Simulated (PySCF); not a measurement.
HI, charge +1, doublet, at a GFN2-xTB geometry (a state made from the parent by changing its charge; the spin is typed, not shown lowest) (all electrons, no relativity); WB97X-V/6-311G** in PySCF.

Here is a job for PySCF.
```python
from pyscf import gto, scf, dft

mol = gto.Mole()
mol.atom = '''
    I    -0.000000   -0.000000   -0.030036
    H     0.000000    0.000000    1.591930
'''
mol.basis = '6-311g**'
mol.charge = 1
mol.spin = 1
mol.verbose = 4
mol.build()

mf = dft.UKS(mol)
mf.xc = 'wb97x_v'
mf.grids.atom_grid = (99, 590)
mf.grids.prune = None
mf.kernel()
```

Problem. Predict the main parts of the log of this PySCF run.

Solution. 
```
PySCF version 2.14.0

[INPUT] verbose = 4
[INPUT] num. atoms = 2
[INPUT] num. electrons = 53
[INPUT] charge = 1
[INPUT] spin (= nelec alpha-beta = 2S) = 1
[INPUT] symmetry False subgroup None
[INPUT] Mole.unit = angstrom
[INPUT] Symbol           X                Y                Z      unit          X                Y                Z       unit  Magmom
[INPUT]  1 I      0.000000000000   0.000000000000  -0.030036000000 AA    0.000000000000   0.000000000000  -0.056759813877 Bohr   0.0
[INPUT]  2 H      0.000000000000   0.000000000000   1.591930000000 AA    0.000000000000   0.000000000000   3.008311709479 Bohr   0.0

nuclear repulsion = 17.291603016808
number of shells = 28
number of NR pGTOs = 94
number of NR cGTOs = 68
basis = 6-311g**
ecp = {}

******** <class 'pyscf.dft.uks.UKS'> ********
method = UKS
initial guess = minao
damping factor = 0
level_shift factor = 0
DIIS = <class 'pyscf.scf.diis.CDIIS'>
diis_start_cycle = 1
diis_space = 8
diis_damp = 0
SCF conv_tol = 1e-09
SCF conv_tol_grad = None
SCF max_cycles = 50
direct_scf = True
direct_scf_tol = 1e-13
number electrons alpha = 27  beta = 26
XC library pyscf.dft.libxc version 7.1.2
    S. Lehtola, C. Steigemann, M. J. T. Oliveira, and M. A. L. Marques,  SoftwareX 7, 1–5 (2018)
XC functionals = wb97x_v
    N. Mardirossian and M. Head-Gordon,  Phys. Chem. Chem. Phys. 16, 9904–9924 (2014)
radial grids:
    Treutler-Ahlrichs [JCP 102, 346 (1995); DOI:10.1063/1.469408] (M4) radial grids

becke partition: Becke, JCP 88, 2547 (1988); DOI:10.1063/1.454033
pruning grids: None
grids dens level: 3
symmetrized grids: False
atomic radii adjust function: <function treutler_atomic_radii_adjust>
User specified grid scheme (99, 590)
** Following is NLC and NLC Grids **
NLC functional = wb97x_v
radial grids:
    Treutler-Ahlrichs [JCP 102, 346 (1995); DOI:10.1063/1.469408] (M4) radial grids

becke partition: Becke, JCP 88, 2547 (1988); DOI:10.1063/1.454033
pruning grids: <function nwchem_prune>
grids dens level: 3
symmetrized grids: False
atomic radii adjust function: <function treutler_atomic_radii_adjust>
small_rho_cutoff = 0
Set gradient conv threshold to 3.16228e-05
tot grids = 116824
tot grids = 31768
init E= -6882.09085460418

cycle= 1 E= -6919.0519222044  delta_E=  -37  |g|= 4.52  |ddm|= 2.01
cycle= 2 E= -6919.21156371885  delta_E= -0.16  |g|= 1.54  |ddm|= 0.926
cycle= 3 E= -6919.29470229538  delta_E= -0.0831  |g|= 0.398  |ddm|= 0.565
cycle= 4 E= -6919.30440558242  delta_E= -0.0097  |g|= 0.0283  |ddm|= 0.152
cycle= 5 E= -6919.30451035452  delta_E= -0.000105  |g|= 0.00203  |ddm|= 0.0222
cycle= 6 E= -6919.30451401716  delta_E= -3.66e-06  |g|= 0.000519  |ddm|= 0.00469
cycle= 7 E= -6919.30451436911  delta_E= -3.52e-07  |g|= 0.000159  |ddm|= 0.00141
cycle= 8 E= -6919.30451441482  delta_E= -4.57e-08  |g|= 6.54e-05  |ddm|= 0.000356
cycle= 9 E= -6919.30451442726  delta_E= -1.24e-08  |g|= 2.04e-05  |ddm|= 0.000223
cycle= 10 E= -6919.30451442858  delta_E= -1.32e-09  |g|= 3.41e-06  |ddm|= 8.81e-05
cycle= 11 E= -6919.30451442861  delta_E= -2.73e-11  |g|= 7.03e-07  |ddm|= 1.19e-05
Extra cycle  E= -6919.30451442861  delta_E= 5.46e-12  |g|= 3.3e-07  |ddm|= 1.52e-06
converged SCF energy = -6919.30451442861  <S^2> = 0.75245349  2S+1 = 2.002452
```
